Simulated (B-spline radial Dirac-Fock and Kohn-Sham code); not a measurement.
# Two-hole binding energies of I¹⁴⁺

System: I¹⁴⁺, configuration 1s2 2s2 2p6 3s2 3p6 3d10 4s2 4p6 4d3.

Input of the calculation (task.json; shells as n, l, electrons):

```json
{"items": [{
  "Z": 53,
  "q": 14,
  "cfg": [[1, 0, 2], [2, 0, 2], [2, 1, 6], [3, 0, 2], [3, 1, 6], [3, 2, 10], [4, 0, 2], [4, 1, 6], [4, 2, 3]],
  "A": 127,
  "rrms": 4.75,
  "do": ["binding", "quiet", "double"]
}]}
```

Launch: `python xray_run.py task.json out`

Model: multi-electron Dirac-Fock with separately optimised hole states, Breit and Lamb-shift corrections added in first order. Program: an atomic code on a B-spline grid. U is the two-hole binding energy less the two single-hole energies, the effective repulsion of the holes after relaxation. Each two-hole energy is an average over J within one jj subconfiguration.

```
          holes  E(a) (eV)  E(b) (eV)  E(ab) (eV)  U (eV)
           1s⁻²    33506.6    33506.6     67900.5   887.2
   1s⁻¹ 3p3/2⁻¹    33506.6     1202.8     34796.5    87.1
   1s⁻¹ 3d3/2⁻¹    33506.6      957.2     34546.8    82.9
   1s⁻¹ 3d5/2⁻¹    33506.6      945.5     34533.8    81.7
           2s⁻²     5532.6     5532.6     11226.2   161.0
   2s⁻¹ 2p1/2⁻¹     5532.6     5191.3     10876.1   152.2
   2s⁻¹ 2p3/2⁻¹     5532.6     4896.3     10576.9   148.1
   2s⁻¹ 3p3/2⁻¹     5532.6     1202.8      6812.1    76.7
   2p1/2⁻¹ 3s⁻¹     5191.3     1400.9      6669.4    77.2
2p1/2⁻¹ 3p3/2⁻¹     5191.3     1202.8           ?       ?
2p3/2⁻¹ 3d3/2⁻¹     4896.3      957.2      5937.3    83.8
        3p3/2⁻²     1202.8     1202.8      2466.9    61.4
        3d3/2⁻²      957.2      957.2      1981.7    67.3
        3d5/2⁻²      945.5      945.5      1958.1    67.0
```

Question: Give the missing two-hole energy and U.

Answer: E(ab) = 6473.2 eV and U = 79.1 eV.
